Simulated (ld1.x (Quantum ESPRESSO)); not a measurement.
Which change was made? (Rh, ultrasoft)

- Element: rhodium
- Generator: ld1.x (Quantum ESPRESSO) 7.5
- Type: ultrasoft
- Functional: PBEsol
- Relativity: scalar-relativistic
- Frozen core: [Kr]
- Valence charge: 9
- Reference configuration: 4d8 5s1 5p0
- Partial waves: 5s (bound): rcut 2.60, rcutus 3.10 bohr; 5s channel at 0.3 Ry: rcut 2.60, rcutus 3.10 bohr; 5p (bound, empty): rcut 3.15, rcutus 3.45 bohr; 5p channel at 1.15 Ry: rcut 3.15, rcutus 3.45 bohr; 4d (bound): rcut 1.10, rcutus 1.35 bohr; 4d channel at 0.15 Ry: rcut 1.10, rcutus 1.35 bohr
- Local potential: all-electron potential smoothed inside 2.15 bohr (lloc = -2)
- Core correction: none
- Augmentation charge: PSQ, inside the norm-conserving radii

Cutoffs, loose and tight: the cutoffs (Ry, on a coarse ladder) from which the occupation-weighted sum of valence levels, in a spherical-Bessel basis at the reference potential, stays within 10 and 1 mRy of its value at 400 Ry. They do not see the model core or the augmentation charge, which bear on the density cutoff. Test errors are all-electron minus pseudo excitation energies from the reference, over the configurations 4d8 5s0 5p0; 4d7 5s0 5p0; 4d6 5s0 5p0; 4d8 5s0.5 5p0; 4d7 5s1 5p0; 4d8 5s0 5p1; 4d7 5s2 5p0; variants that change the core or the reference have their own tests.

The base gives: outcome: generated; cutoff, loose: 55 Ry; cutoff, tight: 100 Ry; bound ghosts: none; largest test error (meV): -82.

Q: After one change the result is: outcome: generated; cutoff, loose: 90 Ry; cutoff, tight: 180 Ry; bound ghosts: s; largest test error (meV): -172. Which change was it?
A. all radii scaled by about 1.18 (s 3.66, p 4.06, d 1.60 bohr, rcut 3.06/3.72/1.30); local potential all-electron potential smoothed inside 2.54 bohr (lloc = -2)
B. all radii scaled by about 1.35 (s 4.18, p 4.66, d 1.82 bohr, rcut 3.50/4.26/1.48); local potential all-electron potential smoothed inside 2.90 bohr (lloc = -2)
C. all radii scaled by about 0.74 (s 2.30, p 2.56, d 1.00 bohr, rcut 1.94/2.34/0.82); local potential all-electron potential smoothed inside 1.60 bohr (lloc = -2)

A: C. The others give: all radii scaled by about 1.18 (s 3.66, p 4.06, d 1.60 bohr, rcut 3.06/3.72/1.30); local potential all-electron potential smoothed inside 2.54 bohr (lloc = -2) → outcome: generated; cutoff, loose: 40 Ry; cutoff, tight: 70 Ry; bound ghosts: none; largest test error (meV): -60 | all radii scaled by about 1.35 (s 4.18, p 4.66, d 1.82 bohr, rcut 3.50/4.26/1.48); local potential all-electron potential smoothed inside 2.90 bohr (lloc = -2) → outcome: failed: chargeps: negative rho.
